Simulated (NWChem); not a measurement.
System: CBrClF2; SMILES FC(F)(Cl)Br

Here is an NWChem input.

```
start job
memory heap 200 mb stack 900 mb global 1100 mb
geometry units angstroms noautoz
  F     -1.159892     0.749722    -1.082262
  C     -0.410259     0.546464     0.000000
  F     -1.159892     0.749722     1.082262
  Cl     0.949194     1.700723     0.000000
  Br     0.210008    -1.318180     0.000000
end
basis spherical
  * library def2-svp
end
dft
  xc mn15
  iterations 150
  mulliken
end
task dft gradient
```

NWChem printed, in part:

```
             Northwest Computational Chemistry Package (NWChem) 7.3.0
             --------------------------------------------------------

 CS  symmetry detected

                             Geometry "geometry" -> ""
                             -------------------------

 Output coordinates in angstroms (scale by  1.889725989 to convert to a.u.)

  No.       Tag          Charge          X              Y              Z
 ---- ---------------- ---------- -------------- -------------- --------------
    1 F                    9.0000    -1.15604099     0.76446672    -1.08226200
    2 C                    6.0000    -0.40797668     0.55550922     0.00000000
    3 F                    9.0000    -1.15604099     0.76446672     1.08226200
    4 Cl                  17.0000     0.96022189     1.69938813     0.00000000
    5 Br                  35.0000     0.19808074    -1.31380156     0.00000000

 Effective nuclear repulsion energy (a.u.)     437.4087944352

      Symmetry information
      --------------------

 Group name             Cs
 Group number              2
 Group order               2
 No. of unique centers     4

                                 NWChem DFT Module
                                 -----------------

 Summary of "ao basis" -> "ao basis" (spherical)
 ------------------------------------------------------------------------------
       Tag                 Description            Shells   Functions and Types
 ---------------- ------------------------------  ------  ---------------------
 F                          def2-svp                 6       14   3s2p1d
 C                          def2-svp                 6       14   3s2p1d
 Cl                         def2-svp                 8       18   4s3p1d
 Br                         def2-svp                12       32   5s4p3d

      Symmetry analysis of basis
      --------------------------

        a'         59
        a"         33

            General Information
            -------------------
          SCF calculation type: DFT
          Wavefunction type:  closed shell.
          No. of atoms     :     5
          No. of electrons :    76
           Alpha electrons :    38
            Beta electrons :    38
          Charge           :     0
          Spin multiplicity:     1
          Use of symmetry is: on ; symmetry adaption is: on
          Maximum number of iterations: 150
          AO basis - number of functions:    92
                     number of shells:    38
          Convergence on energy requested:  1.00D-06
          Convergence on density requested:  1.00D-05
          Convergence on gradient requested:  5.00D-04

              XC Information
              --------------
                         MN15 Method XC Functional
                     Hartree-Fock (Exact) Exchange  0.440
                          MN15 Exchange Functional  1.000
                        MN15 Correlation Potential  1.000

             Grid Information
             ----------------
          Grid used for XC integration:  medium
          Radial quadrature: Mura-Knowles
          Angular quadrature: Lebedev.
          Tag              B.-S. Rad. Rad. Pts. Rad. Cut. Ang. Pts.
          ---              ---------- --------- --------- ---------
          F                   0.50       49           8.0       434
          C                   0.70       49           7.0       434
          Cl                  1.00       88           9.0       590
          Br                  1.15      112           8.0       590
          Grid pruning is: on
          Number of quadrature shells:   298
          Spatial weights used:  Erf1

      Superposition of Atomic Density Guess
      -------------------------------------

 Sum of atomic energies:       -3267.61916098

      Non-variational initial energy
      ------------------------------

 Total energy =   -3268.731083
 1-e energy   =   -5418.879795
 2-e energy   =    1712.739918
 HOMO         =      -0.368894
 LUMO         =       0.054823

      Symmetry analysis of molecular orbitals - initial
      -------------------------------------------------

  Numbering of irreducible representations:

     1 a'          2 a"

  Orbital symmetries:

     1 a'          2 a'          3 a'          4 a'          5 a'
     6 a"          7 a'          8 a"          9 a'         10 a'
    11 a'         12 a'         13 a'         14 a"         15 a'
    16 a'         17 a"         18 a'         19 a'         20 a"
    21 a'         22 a"         23 a'         24 a"         25 a'
    26 a'         27 a'         28 a"         29 a'         30 a'
    31 a"         32 a"         33 a'         34 a'         35 a"
    36 a'         37 a"         38 a'         39 a'         40 a'
    41 a"         42 a'         43 a'         44 a'         45 a'
    46 a'         47 a"         48 a"

     ---------------------------------------------
      Total Density - Mulliken Population Analysis
     ---------------------------------------------

    Atom       Charge   Shell Charges
 -----------   ------   -------------------------------------------------------
    1 F    9     9.38   1.99  1.14  0.76  3.44  2.04  0.00
    2 C    6     4.62   1.99  0.78  0.18  1.09  0.47  0.11
    3 F    9     9.38   1.99  1.14  0.76  3.44  2.04  0.00
    4 Cl  17    17.30   2.00  1.99  1.22  0.72  5.94  2.14  3.27  0.02
    5 Br  35    35.31   2.00  2.00  2.00  1.37  0.58  6.00  5.99  2.38  2.98  8.23  1.73  0.06

   convergence    iter        energy       DeltaE   RMS-Dens  Diis-err
 ---------------- ----- ----------------- --------- --------- ---------
 d= 0,ls=0.0,diis     1  -3271.2005693840 -3.71D+03  2.21D-02  2.92D+00
 d= 0,ls=0.0,diis     2  -3270.9640123616  2.37D-01  1.46D-02  4.91D+00
 d= 0,ls=0.0,diis     3  -3271.4457352155 -4.82D-01  2.29D-03  7.58D-02
 d= 0,ls=0.0,diis     4  -3271.4541961396 -8.46D-03  4.24D-04  2.94D-03
 d= 0,ls=0.0,diis     5  -3271.4544720310 -2.76D-04  1.27D-04  1.14D-04
  Resetting Diis
 d= 0,ls=0.0,diis     6  -3271.4544829438 -1.09D-05  4.51D-05  2.56D-05
 d= 0,ls=0.0,diis     7  -3271.4544855974 -2.65D-06  1.49D-05  1.10D-06
 d= 0,ls=0.0,diis     8  -3271.4544856211 -2.37D-08  7.09D-06  9.58D-07

         Total DFT energy =    -3271.454485621138
      One electron energy =    -5417.192383141198
           Coulomb energy =     1854.157293663273
    Exchange-Corr. energy =     -145.828190578447
 Nuclear repulsion energy =      437.408794435234

 Numeric. integr. density =       75.999995003289

                  Occupations of the irreducible representations
                  ----------------------------------------------

                     irrep           alpha         beta
                     --------     --------     --------
                     a'               26.0         26.0
                     a"               12.0         12.0

                       DFT Final Molecular Orbital Analysis
                       ------------------------------------

 Vector   36  Occ=2.000000D+00  E=-3.932162D-01  Symmetry=a"
              MO Center=  7.6D-01,  1.5D+00, -1.9D-12, r^2= 1.8D+00
   Bfn.  Coefficient  Atom+Function         Bfn.  Coefficient  Atom+Function
  ----- ------------  ---------------      ----- ------------  ---------------
    55      0.582803  4 Cl pz                52      0.480719  4 Cl pz
    49      0.271120  4 Cl pz                 4     -0.142640  1 F  px
    32      0.142640  3 F  px                74      0.113609  5 Br pz
    77      0.109860  5 Br pz                 7      0.102098  1 F  px
    35     -0.102098  3 F  px                23      0.086427  2 C  pz

 Vector   37  Occ=2.000000D+00  E=-3.557283D-01  Symmetry=a"
              MO Center=  2.0D-01, -1.1D+00, -2.5D-12, r^2= 2.0D+00
   Bfn.  Coefficient  Atom+Function         Bfn.  Coefficient  Atom+Function
  ----- ------------  ---------------      ----- ------------  ---------------
    77      0.564035  5 Br pz                74      0.544105  5 Br pz
    71     -0.359027  5 Br pz                55     -0.160684  4 Cl pz
    52     -0.124120  4 Cl pz                68      0.116747  5 Br pz
     5      0.095684  1 F  py                33     -0.095684  3 F  py
    49     -0.069885  4 Cl pz                 8     -0.063278  1 F  py

 Vector   38  Occ=2.000000D+00  E=-3.487107D-01  Symmetry=a'
              MO Center=  3.1D-01, -6.8D-01,  2.2D-12, r^2= 3.0D+00
   Bfn.  Coefficient  Atom+Function         Bfn.  Coefficient  Atom+Function
  ----- ------------  ---------------      ----- ------------  ---------------
    75      0.489470  5 Br px                72      0.472023  5 Br px
    69     -0.311046  5 Br px                54      0.282988  4 Cl py
    51      0.221266  4 Cl py                76      0.204120  5 Br py
    73      0.198388  5 Br py                70     -0.130236  5 Br py
    48      0.123641  4 Cl py                53     -0.123516  4 Cl px

 Vector   39  Occ=0.000000D+00  E=-2.141383D-02  Symmetry=a'
              MO Center=  1.6D-01, -3.8D-01, -1.5D-14, r^2= 2.8D+00
   Bfn.  Coefficient  Atom+Function         Bfn.  Coefficient  Atom+Function
  ----- ------------  ---------------      ----- ------------  ---------------
    76     -0.802710  5 Br py                17      0.758182  2 C  s
    65     -0.474365  5 Br s                 16      0.451886  2 C  s
    21      0.366069  2 C  px                22     -0.364142  2 C  py
    54      0.344331  4 Cl py                19     -0.333015  2 C  py
    73     -0.317132  5 Br py                18      0.313683  2 C  px

 Vector   40  Occ=0.000000D+00  E= 5.420217D-02  Symmetry=a'
              MO Center=  1.7D-01,  9.0D-01, -8.8D-14, r^2= 2.4D+00
   Bfn.  Coefficient  Atom+Function         Bfn.  Coefficient  Atom+Function
  ----- ------------  ---------------      ----- ------------  ---------------
    53      0.607564  4 Cl px                19      0.595411  2 C  py
    22      0.574147  2 C  py                46     -0.541885  4 Cl s
    54      0.449863  4 Cl py                21      0.411045  2 C  px
    18      0.368690  2 C  px                76      0.245779  5 Br py
    16      0.236277  2 C  s                 75     -0.226691  5 Br px

 Vector   41  Occ=0.000000D+00  E= 1.364069D-01  Symmetry=a"
              MO Center= -2.0D-01,  4.2D-01, -1.1D-15, r^2= 2.4D+00
   Bfn.  Coefficient  Atom+Function         Bfn.  Coefficient  Atom+Function
  ----- ------------  ---------------      ----- ------------  ---------------
    23      1.136950  2 C  pz                 3      0.587906  1 F  s
    31     -0.587906  3 F  s                 20      0.560798  2 C  pz
    55     -0.301376  4 Cl pz                 7      0.281637  1 F  px
    35     -0.281637  3 F  px                77     -0.275070  5 Br pz
     4     -0.228402  1 F  px                32      0.228402  3 F  px

     ---------------------------------------------
      Total Density - Mulliken Population Analysis
     ---------------------------------------------

    Atom       Charge   Shell Charges
 -----------   ------   -------------------------------------------------------
    1 F    9     9.12   1.99  1.11  0.79  3.39  1.84  0.01
    2 C    6     5.70   1.98  0.94  0.16  1.84  0.63  0.16
    3 F    9     9.12   1.99  1.11  0.79  3.39  1.84  0.01
    4 Cl  17    17.05   2.00  1.97  1.24  0.73  5.93  2.24  2.90  0.03
    5 Br  35    35.01   2.00  2.00  1.98  1.42  0.56  6.00  5.96  2.45  2.61  8.19  1.75  0.10

     -------------------------------------------
      Total Density - Lowdin Population Analysis
     -------------------------------------------

    Atom       Charge   Shell Charges
 -----------   ------   -------------------------------------------------------
    1 F    9     9.05   1.97  1.00  0.75  3.25  2.06  0.01
    2 C    6     6.08   1.96  0.65  0.37  1.65  1.14  0.31
    3 F    9     9.05   1.97  1.00  0.75  3.25  2.06  0.01
    4 Cl  17    16.90   2.00  1.95  1.03  0.81  5.82  2.33  2.92  0.04
    5 Br  35    34.93   2.00  2.00  1.95  1.12  0.76  5.99  5.80  2.52  2.73  7.83  2.04  0.18

     Multipole analysis of the density
     ---------------------------------

     L   x y z        total         alpha         beta         nuclear
     -   - - -        -----         -----         ----         -------
     0   0 0 0     -0.000000    -38.000000    -38.000000     76.000000

     1   1 0 0      0.145108      0.072554      0.072554     -0.000000
     1   0 1 0     -0.071421     -0.035710     -0.035710      0.000000
     1   0 0 1      0.000000      0.000000      0.000000      0.000000

     2   2 0 0    -33.959088    -92.154245    -92.154245    150.349401
     2   1 1 0      0.151147     -2.361090     -2.361090      4.873328
     2   1 0 1     -0.000000     -0.000000     -0.000000      0.000000
     2   0 2 0    -32.448595   -233.841673   -233.841673    435.234750
     2   0 1 1     -0.000000     -0.000000     -0.000000      0.000000
     2   0 0 2    -34.622107    -54.955854    -54.955854     75.289601

            General Information
            -------------------
          SCF calculation type: DFT
          Wavefunction type:  closed shell.
          No. of atoms     :     5
          No. of electrons :    76
           Alpha electrons :    38
            Beta electrons :    38
          Charge           :     0
          Spin multiplicity:     1
          Use of symmetry is: on ; symmetry adaption is: on
          Maximum number of iterations: 150
          AO basis - number of functions:    92
                     number of shells:    38
          Convergence on energy requested:  1.00D-06
          Convergence on density requested:  1.00D-05
          Convergence on gradient requested:  5.00D-04

              XC Information
              --------------
                         MN15 Method XC Functional
                     Hartree-Fock (Exact) Exchange  0.440
                          MN15 Exchange Functional  1.000
                        MN15 Correlation Potential  1.000

             Grid Information
             ----------------
          Grid used for XC integration:  medium
          Radial quadrature: Mura-Knowles
          Angular quadrature: Lebedev.
          Tag              B.-S. Rad. Rad. Pts. Rad. Cut. Ang. Pts.
          ---              ---------- --------- --------- ---------
          F                   0.50       49           8.0       434
          C                   0.70       49           7.0       434
          Cl                  1.00       88           9.0       590
          Br                  1.15      112           8.0       590
          Grid pruning is: on
          Number of quadrature shells:   298
          Spatial weights used:  Erf1

          Convergence Information
          -----------------------
          Convergence aids based upon iterative change in
          total energy or number of iterations.
          Levelshifting, if invoked, occurs when the
          HOMO/LUMO gap drops below (HL_TOL):  1.00D-02
          DIIS, if invoked, will attempt to extrapolate
          using up to (NFOCK): 10 stored Fock matrices.

                    Damping( 0%)  Levelshifting(0.5)       DIIS
                  --------------- ------------------- ---------------
          dE  on:    start            ASAP                start
          dE off:    2 iters        150 iters           150 iters

[...]

                         DFT ENERGY GRADIENTS

    atom               coordinates                        gradient
                 x          y          z           x          y          z
   1 F      -2.184601   1.444633  -2.045179   -0.007649   0.002131  -0.011629
   2 C      -0.770964   1.049760   0.000000    0.001230  -0.001258   0.000000
   3 F      -2.184601   1.444633   2.045179   -0.007649   0.002131   0.011629
   4 Cl      1.814556   3.211378   0.000000    0.010877   0.011106   0.000000
   5 Br      0.374318  -2.482725   0.000000    0.003192  -0.014111   0.000000
```

Level: MN15/def2-SVP. All runs use the structure optimised with B3LYP/6-31G* (spherical d).
